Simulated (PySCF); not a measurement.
Mo⁺: ionisation energy

Mo⁺ [Kr] 4d5 (6S) → Mo²⁺ [Kr] 4d4 (5D), as a difference of total energies. Calculation: PySCF 2.14, in aug-cc-pVDZ-PP with ECP28MDF (5s5p4d2f, 54 functions); a scalar-relativistic core potential. Correlated levels: valence: 4s2 4p6 frozen. The calculations carry no spin-orbit coupling.

| method | ionisation energy (eV) |
| --- | --- |
| UHF | 15.140 |
| MP2 (valence) | 15.717 |
| SCS-MP2 (valence) | 15.332 |
| CCSD (valence) | 15.782 |
| CCSD(T) (valence) | 15.793 |

Q: How much does correlation contribute at CCSD(T) (valence)?

A: 15.793 − (15.140) = 0.653 eV, measured against UHF.

The reference lies between the lowest fine-structure levels, while these numbers refer to the centres of the terms.

Errors of the correlated levels include the incompleteness of this basis and the frozen core.

For comparison: 16.16 ± 0.12 eV (semi-empirical (NIST evaluation); NIST Atomic Spectra Database, ionization energies).
